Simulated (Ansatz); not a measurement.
Calculated with Ansatz (gas phase, PBE0-D4/def2-TZVP geometries, no zero-point term in ΔE). CBS: MP2 limit from def2 TZ/QZ plus the TZ coupled-cluster correction, frozen cores. This one scheme is used for every species. Functionals use def2-TZVPP. HSE06 is defined as in plane-wave codes. Elements past krypton have def2 core potentials. For W outer-core shells are correlated without core-valence functions, which leaves a few kJ/mol of doubt a bond. Each species was taken in one conformer, which may not be the lowest.

Reaction (formal hydrolysis of a W–Cl bond): `[NH2][W](=[S])(=[S])[Cl]` + H₂O → `[NH2][W]([OH])(=[S])=[S]` + HCl

Q: Is it downhill or uphill in electronic energy at CCSD(T)/CBS, and by how much? (Best estimate.)

A: The calculation gave: Uphill: ΔE = +9.7 kcal/mol.

Q: What do these levels give: r2SCANh-D4, HSE06-D4, BHLYP-D4, PBE0, r2SCANh, HF/def2-QZVPP? (Best estimate.)

A: The calculation gave: r2SCANh-D4 7.9, HSE06-D4 8.9, BHLYP-D4 8.3, PBE0 8.3, r2SCANh 7.8, HF/def2-QZVPP 6.2 kcal/mol.

Largest T1 diagnostic among the species: 0.022, so the coupled-cluster value is less sure than usual.

The D4 term adds +0.9 kcal/mol with B3LYP and +0.5 kcal/mol with PBE0; it sums over pairs of atoms, weighted by their polarisabilities, and B3LYP, whose exchange is more repulsive, gets the larger term. In def2-TZVPP, CCSD(T) changes the Hartree–Fock value by +2.5 kcal/mol (the triples alone add +0.8 kcal/mol) and MP2 by +7.5 kcal/mol. At CCSD(T), def2-SVP lies −2.6 kcal/mol from the extrapolated value and def2-TZVPP −1.1 kcal/mol.

B3LYP here is the variant with VWN-RPA as its local correlation; programs differ in this.
